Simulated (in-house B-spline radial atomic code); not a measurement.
B97-1 excitations of F VI (F5+)

Method: B97-1. Computed with an all-electron radial atomic-structure program (B-spline basis): linear response of the closed shell [He] 2s2 with the functional's adiabatic kernel; non-relativistic, point nucleus, no spin-orbit coupling, no double excitations, S, P, D and F terms only.

Command:
```bash
python run_td.py task.json out
```
Settings (radii: box in bohr, nucleus in fm):
```
Z                        9
electrons                4
configuration            [He] 2s2
hamiltonian              nr
method                   b97_1
box_radius               16.35
intervals                48
```

Run time, properties included: 0.1 s on 1 thread of Intel(R) Xeon(R) 6975P-C (Granite Rapids) (shared host).

The lowest states, in the order of their Tamm-Dancoff energies; the method's threshold (minus the highest occupied level) is 146.43 eV. Labels give the largest channel, * marks a mixed state, and oscillator strengths are full-response dipole values. Semilocal kernels can invert the small singlet-triplet splittings of Rydberg terms. Energies in eV:

```csv
state,full response,Tamm-Dancoff,oscillator strength
2s → 2p 3P,9.762,10.976,-
2s → 2p 1P,21.381,22.385,0.43
2s → 3s 3S,?,?,-
2s → 3s 1S,92.59,92.62,-
2s → 3p 3P,94.89,94.91,-
2s → 3p 1P,?,?,?
2s → 3d 3D,97.76,97.80,-
2s → 3d 1D,98.91,98.92,-
2s → 4s 3S,117.97,117.97,-
2s → 4s 1S,118.59,118.60,-
```

Task: Where does 2s → 3p 1P lie?

Result: At 95.50 eV in full response, 95.51 eV in Tamm-Dancoff, oscillator strength 0.449.

Task: Where does 2s → 3s 3S lie?

Result: At 90.29 eV in full response, 90.31 eV in Tamm-Dancoff.

Task: How large is the singlet-triplet splitting of 2s → 2p (P terms) in Tamm-Dancoff?

Result: 11.4 eV, from the unrounded values.

Task: What polarisabilities and dispersion coefficient does the method give?

Result: Dipole 0.7567 bohr³, quadrupole 0.2084 bohr⁵, C6 0.3819 hartree·bohr⁶ for two such species.
